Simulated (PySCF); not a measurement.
# Pd⁺ (palladium, charge +1) across methods

[Kr] 4d9, 2D determinant. All numbers are calculated (PySCF 2.14, the spin-free X2C one-electron Hamiltonian (Gaussian nucleus), in aug-cc-pVTZ-DK (9s8p6d3f2g, 102 functions)).

```csv
method,E (hartree),mean ε 4p β (eV),mean ε 4d α (eV),mean ε 4d β (eV),Σ⟨r²⟩ (bohr²),⟨S²⟩
r2SCANh,-5044.81,-64.729,-15.860,-15.073,35.65,0.760
PW91,-5045.23,-62.168,-15.058,-14.388,36.11,0.756
r2SCAN,-5044.82,-63.396,-15.170,-14.404,35.74,0.762
PBE0,-5044.50,-65.813,-16.726,-15.973,35.73,0.755
UHF,-5042.35599,-75.969,-21.142,-20.104,35.25,0.757
PBE,-5044.43,-62.081,-14.986,-14.307,36.11,0.756
MN15,-5048.31,-65.704,-17.589,-16.964,35.76,0.759
LDA,-5039.45,-62.320,-15.248,-14.579,36.19,0.753
```
